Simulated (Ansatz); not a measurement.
Job for Ansatz (a first-principles code): R-CCSD(T)/def2-TZVPPD on dimethyl telluride (SMILES C[Te]C), atoms moved off the minimum. Elements past Kr take the def2 small-core potentials; no spin–orbit coupling. Files ending in .json are basis or fitting sets from the Basis Set Exchange. The run froze 11 orbitals, filled d shells among them.

Ansatz 0.2 input:
```yaml
crystal:
  periodic: [false, false, false]
  atoms:
    - {symbol: C, position_ang: [1.61070932, -0.56710531, 0.93650689]}
    - {symbol: Te, position_ang: [0.01838430, 0.04220967, -0.23398248]}
    - {symbol: C, position_ang: [-1.67938006, -0.64904735, 0.78131720]}
    - {symbol: H, position_ang: [1.45698989, -1.53777863, 1.26098259]}
    - {symbol: H, position_ang: [2.52560513, -0.11481361, 0.56800267]}
    - {symbol: H, position_ang: [1.50982611, 0.15016496, 2.05884759]}
    - {symbol: H, position_ang: [-1.59643261, -1.46393433, 1.08490486]}
    - {symbol: H, position_ang: [-2.59216364, -0.38751984, 0.21462416]}
    - {symbol: H, position_ang: [-1.52816694, -0.12112741, 1.88840933]}
basis:
  gaussian:
    orbitals: def2-TZVPPD.json
magnetization: {spin_polarized: false}
correlation: {method: ccsd_t, electrons: outside_noble_gas}
scf: {lower_state_search: off}
output: {forces: true}
```

The head of its log:

```
WARN ansatz: RAYON_NUM_THREADS=6 ignored (pool sized by the plan → 6); use --threads N
Functional definition: HF
these checks for a lower state are left out or cut short: starts, cluster_reference, orbital_swaps, neighbouring_geometries, increment
integrals: 1.32 GiB planned
1509 factors; integrals over basis functions are off by at most 1.1e-3 eV
mean field: 0.87 GiB planned
mean field evaluation 1: about -9416.8265 eV, gradient 2.8e1 eV
mean field evaluation 2: about -9416.8728 eV, gradient 2.8e1 eV
mean field evaluation 4: about -9418.9996 eV, gradient 3.4e0 eV
mean field evaluation 8: about -9419.0406 eV, gradient 2.2e-1 eV
mean field -9419.04095299 eV, -346.1433705671 hartree, gradient 2.3e-6 eV, S^2 0.000000; 0 other end points of the search recorded, 0 dependent functions left out
11 core orbitals not correlated
reference -9419.04095299 eV, -346.1433705671 hartree; 10, 10 occupied and 214, 214 virtual orbitals, 1509 factors
densities: 9.01 GiB planned
```

Problem. Give the final energy of this run.

Solution. -346.7141 hartree (reference determinant -346.1434, T1 diagnostic 0.011).
